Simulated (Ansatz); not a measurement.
Input and output for C2H8B2S.

```yaml
crystal:
  periodic: [false, false, false]
  atoms:
    - {symbol: B, position_ang: [-0.102868, 1.892921, 0.238330]}
    - {symbol: S, position_ang: [-1.448673, 0.537943, -0.054569]}
    - {symbol: C, position_ang: [0.033131, -0.509224, -0.216256]}
    - {symbol: B, position_ang: [0.264555, 0.092613, 0.833907]}
    - {symbol: C, position_ang: [-0.202769, -2.045392, -0.436891]}
    - {symbol: H, position_ang: [0.400501, 2.450529, -0.792782]}
    - {symbol: H, position_ang: [-0.492693, 2.905390, 0.701008]}
    - {symbol: H, position_ang: [0.580276, -0.069689, -1.200564]}
    - {symbol: H, position_ang: [0.985849, 1.552625, 0.657220]}
    - {symbol: H, position_ang: [0.346941, 0.055162, 2.095956]}
    - {symbol: H, position_ang: [-0.538818, -2.334445, -1.360332]}
    - {symbol: H, position_ang: [-0.800787, -2.262447, 0.352038]}
    - {symbol: H, position_ang: [0.877246, -2.428603, -0.513554]}
basis:
  gaussian: {orbitals: cc-pVTZ-DK, fitting: {mean_field: def2-universal-jkfit}, point_charges: [{charge: 0.50, position_ang: [5.530, -0.180, 0.567]}]}
magnetization: {spin_polarized: false, initial_magnetization: 2}
hamiltonian: {xc: {name: HSE06}}
accuracy: high
output: {forces: true}
```

```sh
$ ansatz run in.yaml --threads 4 --pin off --events-out ev --progress --plain --max-ram 10444MiB
```

Output, abridged:

```
Functional definition: HSE06
572 factors; integrals over basis functions are off by at most 1.0e0 eV
572 factors; integrals over basis functions are off by at most 2.6e-10 eV
mean field evaluation 1: about -14389.0565 eV, gradient 8.0e1 eV
mean field evaluation 2: about -14389.0578 eV, gradient 8.0e1 eV
mean field evaluation 4: about -14403.9185 eV, gradient 2.9e1 eV
mean field evaluation 8: about -14407.6021 eV, gradient 1.6e0 eV
mean field evaluation 16: about -14407.6190 eV, gradient 3.3e-3 eV
mean field -14407.61897650 eV, -529.4702315515 hartree, gradient 5.6e-8 eV, S^2 2.000000; 7 other end points of the search recorded, 0 dependent functions left out
reference -14407.61898088 eV, -529.4702317124 hartree; 24, 22 occupied and 242, 244 virtual orbitals, 572 factors
Total energy: -14407.61898088 eV, -529.4702317124 hartree
Relativity: scalar
Atom 0 at    -0.102868     1.892921     0.238330 Å, force     0.297286     1.514848    -0.571543 eV/Å
Atom 1 at    -1.448673     0.537943    -0.054569 Å, force    -2.494399     2.679043    -1.643598 eV/Å
Atom 2 at     0.033131    -0.509224    -0.216256 Å, force    -0.372140   -10.221502   -15.450607 eV/Å
Atom 3 at     0.264555     0.092613     0.833907 Å, force     5.659185     7.474142    15.753296 eV/Å
Atom 4 at    -0.202769    -2.045392    -0.436891 Å, force     4.775649     2.833623    -0.179050 eV/Å
Atom 5 at     0.400501     2.450529    -0.792782 Å, force    -0.785774    -0.942912    -0.003530 eV/Å
Atom 6 at    -0.492693     2.905390     0.701008 Å, force    -0.495183     0.178026     0.764591 eV/Å
Atom 7 at     0.580276    -0.069689    -1.200564 Å, force    -1.549921    -0.672361     1.398288 eV/Å
Atom 8 at     0.985849     1.552625     0.657220 Å, force    -0.115138    -0.201631     0.342595 eV/Å
Atom 9 at     0.346941     0.055162     2.095956 Å, force    -0.321530    -0.488813    -1.621867 eV/Å
Atom 10 at    -0.538818    -2.334445    -1.360332 Å, force    -1.617205    -0.192787    -2.257608 eV/Å
Atom 11 at    -0.800787    -2.262447     0.352038 Å, force    -1.440832    -1.927766     2.321644 eV/Å
Atom 12 at     0.877246    -2.428603    -0.513554 Å, force    -1.521813    -0.037276     1.132951 eV/Å
Dipole moment:    -0.166150    -0.303925    -0.293010 e Å
```

Run time 34 s (4 threads of an Arm Neoverse V2 on a shared host); peak host memory 1.2 GiB.
